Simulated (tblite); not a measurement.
Species: GeH7NSSi.
Z-matrix (Å and degrees, GFN2-xTB geometry), rows numbered from 1:
```
Si
N   1  1.7372
Ge  2  1.8139  1  126.12
S   3  2.2114  2  112.53  1   -64.71
H   1  1.4614  2  105.92  3   -49.66
H   1  1.4697  2  112.11  3    70.40
H   1  1.4623  2  104.21  3  -170.07
H   2  1.0079  1  115.01  3  -157.21
H   3  1.5120  2  106.25  1   173.31
H   3  1.4995  2  108.12  1    52.98
H   4  1.3273  3   94.25  2   -55.58
```

Level: GFN2-xTB in tblite, geometry and Hessian alike; calculated harmonic values, unscaled, isolated species. Errors from tens to a few hundred cm⁻¹ against measured bands are possible. Modes of hydrogen on germanium, silicon and sulfur can be 10 to 20 % off. One conformer, not necessarily the lowest.

Harmonic wavenumbers (cm⁻¹): 51.2, 80.2, 120.1, 147.3, 186.9, 317.3, 384.5, 421.5, 507.1, 568.9, 592.1, 649.7, 676.7, 728.2, 740.4, 786.0, 798.1, 811.4, 895.9, 1142.5, 1885.7, 2001.4, 2190.9, 2255.9, 2267.4, 2420.5, 3449.0.

A = 4357, B = 1499, C = 1195 MHz; mass 154.928 u (most abundant isotopes); point group C1, symmetry number 1.

Task: Zero-point energy?

Result: ½Σν̃ = 13538 cm⁻¹ = 38.71 kcal/mol.

Task: Give the ideal-gas entropy at 298.15 K and 1 bar in the rigid-rotor, harmonic-oscillator model (classical rotation).

Result: Translation 41.05, rotation 28.11, vibration 23.63: S = 92.8 cal/(mol K).

Task: And Cp and H(298.15 K) − H(0)?

Result: Cp = 31.62 cal/(mol K), of which vibrations give 23.68 (their classical limit is 27 R = 53.7); H(298.15 K) − H(0) = 6.06 kcal/mol without the zero-point energy, 3.69 from vibrations.

Task: What must be added to the electronic energy to get the Gibbs energy at 298.15 K and 1 bar?

Result: ZPE + [H(298.15 K) − H(0)] − T·S = 38.71 + 6.06 − 27.67 = 17.10 kcal/mol.

Task: How do the functions run with temperature in this model?

Result: 
```tsv
T (K)	S (cal/(mol K))	Cp (cal/(mol K))	H − H(0) (kcal/mol)	G − H(0) (kcal/mol)	ln q(vib)
150	75.1	20.6	2.16	-9.12	2.52
250	87.5	28.4	4.61	-17.27	4.66
400	102.9	36.9	9.56	-31.58	7.76
600	119.2	43.6	17.67	-53.86	11.57
900	138.2	49.8	31.77	-92.60	16.55
```

q(vib) and H(0) count from the zero-point level.

Task: Which modes carry the vibrational entropy at 298.15 K?

Result: 51.2 cm⁻¹: 4.77; 80.2 cm⁻¹: 3.89; 120.1 cm⁻¹: 3.10; 147.3 cm⁻¹: 2.71; 186.9 cm⁻¹: 2.26; 317.3 cm⁻¹: 1.32 cal/(mol K); the other 21 give 5.59 together.

Task: Blend soft modes into free rotors: weight 1/[1 + (100 cm⁻¹/ν̃)⁴] for the oscillator and the rest for a rotor with moment μB/(μ + B), μ = h/(8π²ν), B = 10⁻⁴⁴ kg m². What vibrational entropy results?

Result: 21.72 cal/(mol K) in place of 23.63, which changes −T·S at 298.15 K by +0.57 kcal/mol.

Hindered rotation and anharmonicity are outside this model. Other conformers, if any are populated, would add a mixing term that is left out. The structure is chiral; the term R ln 2 for an equal mix with its mirror image is left out.
